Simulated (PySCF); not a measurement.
Compound: C3H10N2O2Si3.
SMILES with atom numbers: `[O:1]=[CH:2][NH:3][SiH2:4][O:5][Si@H:6]1[CH:7]=[CH:8][SiH2:9][NH:10]1`

NICS = −σ at a ghost point: NICS(0) at the centroid of the ring atoms, NICS(1) 1 Å to either side along the normal of their mean plane, zz for the tensor component along that normal. Level: GIAO PBE0/pcSseg-1 (PySCF, non-relativistic, gas phase) on the GFN2-xTB geometry, one conformer.

Ring bond lengths (Å), with Mayer bond orders in brackets: Si6–C7 1.878 (0.85), C7–C8 1.332 (1.94), C8–Si9 1.883 (0.89), Si9–N10 1.736 (0.97), N10–Si6 1.726 (0.99).

What do the NICS probes read (ppm)?

```tsv
ring	type	NICS(0)	NICS(1), two faces	NICS(1)zz, two faces	rms pucker (Å)	centre to ring atoms, mean (Å)
Si6–C7–C8–Si9–N10	5-membered ring with N and 2 Si; formal bonds 1 double, 4 single	-3.4	-3.2 / -2.8	-2.2 / -0.8	0.04	1.45
```

What do they say, and how far can they be read as aromaticity?

- Si6–C7–C8–Si9–N10: mean NICS(1)zz -1.5 ppm, near zero. Si6, Si9 have four or more neighbours; no verdict on aromaticity is drawn.

List the ring angles and the Hirshfeld charges of the ring atoms.

- Si6–C7–C8–Si9–N10: Si6 96.1° (+0.436 e), C7 115.4° (-0.135 e), C8 115.5° (-0.126 e), Si9 95.7° (+0.371 e), N10 116.7° (-0.335 e); sum 539.3° against 540° for a flat convex ring.

What are the shieldings of the ring atoms and their hydrogens in the same run (means over atoms taken as equivalent)?

```csv
atoms,environment,σ isotropic (ppm),"principal values of the symmetric part, first atom (ppm)"
Si6,oxygen-bound silicon,376.3,"337.4, 379.4, 412.2"
C7,alkene CH carbon,29.4,"-88.5, 2.8, 173.9"
C8,alkene CH carbon,30.2,"-89.5, 7.4, 172.7"
Si9,SiH2 silicon,385.1,"348.8, 364.1, 442.4"
N10,nitrogen bridging silicon atoms,242.9,"205.5, 245.5, 277.8"
H on Si6,Si–H hydrogen,26.20,"22.1, 24.9, 31.6"
H on C7,vinylic hydrogen,24.31,"21.9, 24.4, 26.6"
H on C8,vinylic hydrogen,24.21,"22.4, 24.3, 26.0"
H on Si9,Si–H hydrogen,26.56,"22.8, 24.4, 32.5"
H on Si9,Si–H hydrogen,26.45,"22.7, 24.4, 32.3"
H on N10,N–H hydrogen,31.31,"23.2, 27.9, 42.8"
```
